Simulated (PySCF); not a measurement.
C5H5BO (SMILES C#CB(C#C)OC), singlet, at a GFN2-xTB geometry; PySCF with CASSCF(4,3)/STO-3G.

Input for PySCF:
```python
from pyscf import gto, scf, mcscf
import numpy

mol = gto.Mole()
mol.atom = '''
    B    -0.153199   -0.108248    0.079549
    C    -1.027079   -0.598999    1.230688
    C    -1.695363   -0.965211    2.160978
    H    -2.284209   -1.289861    2.969849
    C     0.986366    0.863760    0.405896
    C     1.884074    1.626891    0.648773
    H     2.664681    2.293890    0.878758
    O    -0.430612   -0.553578   -1.148523
    C     0.268789   -0.204445   -2.309975
    H     0.670735   -1.114682   -2.762805
    H    -0.429266    0.258726   -3.012355
    H     1.088235    0.489813   -2.101165
'''
mol.basis = 'sto-3g'
mol.charge = 0
mol.spin = 0
mol.verbose = 4
mol.build()

mf = scf.RHF(mol)
mf.kernel()
mc = mcscf.CASSCF(mf, 3, 4)
mc.fix_spin_(ss=0.0)
mc = mc.newton()
mc.kernel()
occ = numpy.linalg.eigvalsh(mc.fcisolver.make_rdm1(mc.ci, mc.ncas, mc.nelecas))[::-1]
ss = mc.fcisolver.spin_square(mc.ci, mc.ncas, mc.nelecas)[0]
print('natural occupations', occ.round(4), ' <S^2>', round(ss, 4))
```

Output, abridged:

```
PySCF version 2.14.0

[INPUT] verbose = 4
[INPUT] num. atoms = 12
[INPUT] num. electrons = 48
[INPUT] charge = 0
[INPUT] spin (= nelec alpha-beta = 2S) = 0
[INPUT] symmetry False subgroup None
[INPUT] Mole.unit = angstrom
[INPUT] Symbol           X                Y                Z      unit          X                Y                Z       unit  Magmom
[...]
nuclear repulsion = 225.188206951717
number of shells = 26
number of NR pGTOs = 120
number of NR cGTOs = 40
basis = sto-3g
ecp = {}

******** <class 'pyscf.scf.hf.RHF'> ********
method = RHF
initial guess = minao
damping factor = 0
level_shift factor = 0
DIIS = <class 'pyscf.scf.diis.CDIIS'>
diis_start_cycle = 1
diis_space = 8
diis_damp = 0
SCF conv_tol = 1e-09
SCF conv_tol_grad = None
SCF max_cycles = 50
direct_scf = True
direct_scf_tol = 1e-13
Set gradient conv threshold to 3.16228e-05
Initial guess from minao.
init E= -289.629214809395
[...]
cycle= 1 E= -287.953254655727  delta_E= 1.68  |g|= 0.515  |ddm|= 4.77
[...]
cycle= 2 E= -288.042640562658  delta_E= -0.0894  |g|= 0.212  |ddm|= 0.928
[...]
cycle= 3 E= -288.054558653366  delta_E= -0.0119  |g|= 0.0717  |ddm|= 0.302
[...]
cycle= 4 E= -288.056055504354  delta_E= -0.0015  |g|= 0.0371  |ddm|= 0.116
[...]
cycle= 5 E= -288.056435107741  delta_E= -0.00038  |g|= 0.00372  |ddm|= 0.041
[...]
cycle= 6 E= -288.056446091034  delta_E= -1.1e-05  |g|= 0.00188  |ddm|= 0.00818
[...]
cycle= 7 E= -288.056449938742  delta_E= -3.85e-06  |g|= 0.00106  |ddm|= 0.00509
[...]
cycle= 8 E= -288.056451053784  delta_E= -1.12e-06  |g|= 0.000542  |ddm|= 0.00244
[...]
cycle= 9 E= -288.056451607315  delta_E= -5.54e-07  |g|= 0.000148  |ddm|= 0.0026
[...]
cycle= 10 E= -288.056451642125  delta_E= -3.48e-08  |g|= 2.35e-05  |ddm|= 0.000753
[...]
cycle= 11 E= -288.056451642568  delta_E= -4.43e-10  |g|= 6.29e-06  |ddm|= 7.66e-05
[...]
Extra cycle  E= -288.056451642592  delta_E= -2.34e-11  |g|= 3.38e-06  |ddm|= 1.19e-05
converged SCF energy = -288.056451642592

******** <class 'pyscf.mcscf.newton_casscf.CASSCF'> ********
CAS (2e+2e, 3o), ncore = 22, nvir = 15
max_cycle_macro = 50
max_cycle_micro = 10
conv_tol = 1e-07
conv_tol_grad = None
orbital rotation max_stepsize = 0.03
augmented hessian ah_max_cycle = 30
augmented hessian ah_conv_tol = 1e-12
augmented hessian ah_linear dependence = 1e-14
augmented hessian ah_level shift = 1e-08
augmented hessian ah_start_tol = 500
augmented hessian ah_start_cycle = 3
augmented hessian ah_grad_trust_region = 3
kf_trust_region = 3
kf_interval = 5
[...]
CASCI E = -288.058537668219  dE = -288.05854  S^2 = 0.0000000
[...]
macro 30 (4 JK  1 micro), CASSCF E = -288.088363429728  dE = 1.137e-13  |grad|=0.00176  S^2 = 0.0000000
macro 31 (4 JK  1 micro), CASSCF E = -288.088363429728  dE = -1.705e-13  |grad|=0.00176  S^2 = 0.0000000
macro 32 (4 JK  1 micro), CASSCF E = -288.088363429728  dE = 0  |grad|=0.00176  S^2 = 0.0000000
macro 33 (4 JK  1 micro), CASSCF E = -288.088363429728  dE = -2.274e-13  |grad|=0.00176  S^2 = 0.0000000
macro 34 (4 JK  1 micro), CASSCF E = -288.088363429728  dE = 1.137e-13  |grad|=0.00176  S^2 = 0.0000000
macro 35 (4 JK  1 micro), CASSCF E = -288.088363429728  dE = -1.137e-13  |grad|=0.00176  S^2 = 0.0000000
macro 36 (4 JK  1 micro), CASSCF E = -288.088363429728  dE = 0  |grad|=0.00176  S^2 = 0.0000000
macro 37 (4 JK  1 micro), CASSCF E = -288.088363429728  dE = 0  |grad|=0.00176  S^2 = 0.0000000
macro 38 (4 JK  1 micro), CASSCF E = -288.088363429728  dE = 5.684e-14  |grad|=0.00176  S^2 = 0.0000000
macro 39 (4 JK  1 micro), CASSCF E = -288.088363429729  dE = -2.842e-13  |grad|=0.00176  S^2 = 0.0000000
macro 40 (4 JK  1 micro), CASSCF E = -288.088363429729  dE = 0  |grad|=0.00176  S^2 = 0.0000000
macro 41 (4 JK  1 micro), CASSCF E = -288.088363429729  dE = 5.684e-14  |grad|=0.00176  S^2 = 0.0000000
macro 42 (4 JK  1 micro), CASSCF E = -288.088363429729  dE = 0  |grad|=0.00176  S^2 = 0.0000000
macro 43 (4 JK  1 micro), CASSCF E = -288.088363429729  dE = 5.684e-14  |grad|=0.00176  S^2 = 0.0000000
macro 44 (4 JK  1 micro), CASSCF E = -288.088363429729  dE = 0  |grad|=0.00176  S^2 = 0.0000000
macro 45 (4 JK  1 micro), CASSCF E = -288.088363429729  dE = 0  |grad|=0.00176  S^2 = 0.0000000
macro 46 (4 JK  1 micro), CASSCF E = -288.088363429728  dE = 5.684e-14  |grad|=0.00176  S^2 = 0.0000000
macro 47 (4 JK  1 micro), CASSCF E = -288.088363429729  dE = -1.705e-13  |grad|=0.00176  S^2 = 0.0000000
macro 48 (4 JK  1 micro), CASSCF E = -288.088363429729  dE = 0  |grad|=0.00176  S^2 = 0.0000000
macro 49 (4 JK  1 micro), CASSCF E = -288.088363429729  dE = 0  |grad|=0.00176  S^2 = 0.0000000
macro 50 (4 JK  1 micro), CASSCF E = -288.088363429729  dE = 0  |grad|=0.00176  S^2 = 0.0000000
newton CASSCF not converged, 50 macro (103 KF 176 Hx) steps
CASSCF canonicalization
Density matrix diagonal elements [1.92517841 1.99865742 0.07616416]
CASSCF energy = -288.088363429729
CASCI E = -288.088363429729  E(CI) = -4.48695181999528  S^2 = 0.0000000
natural occupations [1.9987 1.9253 0.0761]  <S^2> 0.0
```

The run did not converge; its last values are not results.
